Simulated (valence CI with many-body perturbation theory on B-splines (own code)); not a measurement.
The numbers below are computed, except where a source is named.
**Ag XV in three bases**

Level of theory: relativistic CI+MBPT: five valence electrons over a frozen Dirac-Fock core [Ar] 3d10, radial functions for each j: 9 s, 9 p, 8 d, 6 f, 3 g, 1 h, with the one-electron correlation potential Σ1, the two-electron term Σ2, the three-electron term Σ3, Breit, model QED; selected CI, second order for the rest (own B-spline code, finite nucleus).

No measured spectrum was set against this ion. As an estimate, levels hold to about 250 cm⁻¹ or 0.2 % of their energy and the worst to 1 %, as in measured heavy ions of charge 2 to 7; those with d or f electrons hold less well. Among the levels kept, up to 920 cm⁻¹ of a level comes from second order outside the variational space, and about a tenth of that is noise between levels of different J, which matters for small intervals.

The reference run has the lowest level 4s2.4p3 4S°_3/2 and an ionisation energy of 348.878 eV. Its largest variational space holds 20000 state functions.

Names give the largest LS component (configuration and term), which can be under half, so a name can repeat, a term be missing and a line seem to break the LS rules; names also repeat where a configuration has a term twice.

Changed runs:
A. basis 6 s, 6 p, 5 d, 3 f, 1 g
B. basis 5 s, 5 p, 4 d, 2 f

Excitation energies of the reference run in cm⁻¹, and shifts in cm⁻¹:

| Level | Reference | A | B |
| --- | --- | --- | --- |
| 4s2.4p3 2D°_3/2 | 45233 | +54 | +226 |
| 4s2.4p3 2D°_5/2 | 61500 | +111 | +430 |
| 4s2.4p3 2P°_1/2 | 87015 | +165 | +638 |
| 4s2.4p3 2P°_3/2 | 127331 | +119 | +489 |
| 4s.4p4 4P_5/2 | 327298 | -66 | -130 |
| 4s.4p4 4P_3/2 | 359144 | -70 | -132 |
| 4s.4p4 4P_1/2 | 364810 | -37 | -18 |
| 4s.4p4 2D_3/2 | 404361 | +56 | +283 |
| 4s.4p4 2D_5/2 | 418030 | +61 | +308 |
| 4s.4p4 2S_1/2 | 455319 | +150 | +598 |
| 4s.4p4 2P_3/2 | 463576 | +82 | +343 |
| 4s2.4p2.4d 4F_3/2 | 496094 | +138 | +699 |
| Ionisation energy (eV) | 348.878 | -0.034 | -0.109 |
